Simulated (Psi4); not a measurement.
C$_{4}$H$_{6}$F$_{2}$, singlet, geometry from GFN2-xTB. Base run: PBE0/STO-3G (Psi4 1.11).

Psi4 was given this input:
```
memory 2 GB

molecule mol {
0 1
C    -1.688829   -0.619555   -0.139876
C    -0.712163    0.417545   -0.682964
F    -0.629497    1.464708    0.219854
C     0.658682   -0.160082   -0.919826
C     1.482148   -0.563659    0.031958
F     1.181422   -0.520413    1.332812
H    -1.324048   -1.005210    0.808509
H    -2.661532   -0.161099    0.019384
H    -1.787399   -1.437209   -0.848361
H    -1.093411    0.864762   -1.610018
H     0.988761   -0.239992   -1.942124
H     2.471276   -0.965401   -0.137136
}

set {
  basis sto-3g
  reference rks
}

energy('pbe0')
print_variables()
```

All variants below ran on the same shared machine, one core each. Differences are taken from the largest basis of the Pople family in the series, which isn't the basis-set limit (6-311+G(2d,p): -355.420029 Eh). The cheapest run took about 9 core-seconds (a rough figure).

```json
[
 {"setting": "STO-3G", "basis functions": "36", "cost, times the cheapest (rough)": "1", "difference in total energy (mEh)": "4859.31"},
 {"setting": "6-31G", "basis functions": "66", "cost, times the cheapest (rough)": "1", "difference in total energy (mEh)": "200.99"},
 {"setting": "6-31G*", "basis functions": "102", "cost, times the cheapest (rough)": "2", "difference in total energy (mEh)": "121.01"},
 {"setting": "6-31G**", "basis functions": "120", "cost, times the cheapest (rough)": "2", "difference in total energy (mEh)": "112.37"},
 {"setting": "6-311G**", "basis functions": "144", "cost, times the cheapest (rough)": "3", "difference in total energy (mEh)": "18.59"},
 {"setting": "6-311+G(2d,p)", "basis functions": "198", "cost, times the cheapest (rough)": "5", "difference in total energy (mEh)": "reference"}
]
```

Times come from a shared machine, hold the start-up and are rough. Total energies converge more slowly with the basis than energy differences do.
